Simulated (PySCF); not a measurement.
**How methods differ on the fine-structure interval of Hf³⁵⁺**

Hf³⁵⁺ [Kr] 4d1 [4d3/2^1, M_J = 3/2] → Hf³⁵⁺ [Kr] 4d1 [4d5/2^1, M_J = 5/2], as a difference of total energies. All numbers are calculated (PySCF 2.14, the two-component X2C-1e Hamiltonian, in an even-tempered Gaussian basis (17 s from 3.7 bohr⁻², ratio 2.8; 14 p from 4.8 bohr⁻², ratio 2.8; 9 d from 4.8 bohr⁻², ratio 2.8; 3 f from 17 bohr⁻², ratio 3)). Correlated levels: [Ar] 3d10 frozen; the 96 highest virtual spinors dropped. "Screened" scales the spin-orbit matrix elements by Boettger's factors to mimic the two-electron term; Breit and QED terms are absent.

```
                    method  fine-structure interval (cm⁻¹)
 GHF (screened spin-orbit)                          138390
GMP2 (screened spin-orbit)                          138710
     GHF (bare spin-orbit)                          160840
```
